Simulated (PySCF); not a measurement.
## Relaxation of triplet HCuO

These are results of UPBE0/[Cu def2-TZVP, O def2-TZVP, H def2-TZVP], no relativity, density fitting, PySCF, not measurements. A (50,194) grid was used.

A hand-made bent start, of Cs symmetry, held to at least that symmetry:

```xyz
3
charge 0 multiplicity 3, angstrom
Cu    0.2671    0.0000   -0.2078
O    -1.1418    0.0000    0.7788
H     1.4467    0.0000    0.6182
```

Optimiser trace:
| step | E − E(last) (kJ/mol) | largest gradient (Eh/bohr) |
| --- | --- | --- |
| 0 | 19.40 | 0.02022 |
| 1 | 10.83 | 0.01148 |
| 2 | 3.89 | 0.01186 |
| 3 | 2.69 | 0.01049 |
| 4 | 0.61 | 0.00539 |
| 5 | 0.18 | 0.00479 |
| 6 | 0.02 | 0.00185 |
| 7 | 0.00 | 0.00030 |
| 8 | 0.00 | 0.00003 |

It ends at Cs with Cu–H 1.502 Å, Cu–O 1.749 Å; H–Cu–O 139.3°. A frequency run shows a minimum. Other isomers or separated fragments may lie lower.

Final geometry:
Coordinates in bohr (charge 0 multiplicity 3):
```
Cu    0.5771    0.0000   -0.2637
O    -2.4770    0.0000    0.9974
H     3.2726    0.0000    0.6266
```

With open d or f shells other occupations or spin states may lie lower.

The relaxation took 14 s on 2 threads of a shared Intel Xeon @ 2.80GHz (Skylake/Cascade Lake) host, with 82 basis functions and 9 gradients; the process peaked at 0.48 GiB. Launch command: `OMP_NUM_THREADS=2 python axn.py task.json out`.
